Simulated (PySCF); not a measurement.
C6H7N3O.
Structure used (PBE0-D3(BJ)/def2-SVP), in Å, numbered top down from 1:
```xyz
17
C6H7N3O angstrom
C     -3.0913   -0.0432   -0.4866
C     -1.7902   -0.0664   -0.7694
N     -0.8598    0.8216   -0.1870
N     -1.2438    1.7540    0.6781
N     -0.2054    2.4251    1.0544
C      0.8842    1.9314    0.4323
C      0.4951    0.8828   -0.3854
C      1.2896    0.0122   -1.2738
C      2.7678    0.2965   -1.3162
O      0.7894   -0.8766   -1.9309
H     -3.5140    0.6730    0.2199
H     -3.7513   -0.7599   -0.9763
H     -1.3162   -0.7591   -1.4645
H      1.8769    2.3440    0.5985
H      3.2113    0.1937   -0.3140
H      2.9537    1.3273   -1.6547
H      3.2455   -0.4097   -2.0055
```

Linear response at wB97X-D/def2-SVPD (PySCF, frozen core in the response, non-relativistic).

Static isotropic polarisability: 97.10 au (14.39 Å³), principal values 58.1, 104.6, 128.6 au.

(1) What is the polarisability at 1064 nm and at the sodium D line?

(2) What is the isotropic C6 coefficient between two such molecules, C6 = (3/π)∫α(iω)² dω?

(3) Which effective excitation energy ω̄ makes London's formula C6 = (3/4)α²ω̄ exact here?

(4) The lowest 10 singlets have (eV, f): 4.05, 0.000; 4.76, 0.002; 4.84, 0.195; 5.47, 0.252; 6.38, 0.006; 6.51, 0.000; 6.63, 0.038; 7.06, 0.122; 7.07, 0.010; 7.37, 0.042. What share of the static polarisability do they carry in the sum over states α = Σ f/ω²?

(5) What three-body coefficient follows from the one-pole estimate C9 = (3/4)·α·C6?

(6) How many electrons N does the Slater–Kirkwood formula C6 = (3/4)·√N·α^(3/2) need to give this C6?

(7) What does −C6/R⁶ come to at R = 12 Å between centres?

(8) What n − 1 at the D line would an ideal gas of it have at 273.15 K and 1 atm (2.6868 × 10¹⁹ cm⁻³), by n − 1 = 2π·N·α′?

(9) What molar refraction at the D line follows from R = (4π/3)·N_A·α′, with α′ the polarisability volume?

Answers

(1) 98.44 au at 1064 nm (+1.4 %), 101.84 au at 589.3 nm (+4.9 %). The rise at 589.3 nm is 3.55 times that at 1064 nm; a pure ω² law gives 3.26. The lowest singlet lies at 306 nm, shorter than both wavelengths.

(2) 3656 au (Eh·bohr⁶) by a ten-point quadrature over imaginary frequencies, which is 2180 eV·Å⁶ or 211 J·nm⁶/mol.

(3) ω̄ = 4·C6/(3α²) = 0.517 Eh = 14.1 eV. A one-pole form α(ω) = α/(1 − ω²/ω̄²) fitted to the 1064 nm value gives 10.0 eV. London's choice of the ionisation energy (9.51 eV, ΔSCF at the same level) gives C6 = 2470 au, 32 % too low.

(4) 15.79 au, 16.3 % of α; the largest term, 6.23 au, is that of the state at 5.47 eV. Their oscillator strengths add up to 0.67. Higher states carry the rest.

(5) 266000 au. This is an estimate from the two numbers above, not a computed integral.

(6) N = (4·C6/3)²/α³ = 26.0; the species has 72 electrons in all.

(7) -71 J/mol. This is the leading, orientation-averaged term; C8 and higher terms are left out.

(8) 25.48 × 10⁻⁴, a formal value whether or not that pressure can be reached.

(9) α′ = 15.09 Å³ gives R = 38.07 cm³/mol, for isolated, non-vibrating species.

One conformer stands for the species.

wB97X-D is run here without its empirical dispersion term; that term would change no orbital, density or response property at a fixed geometry.
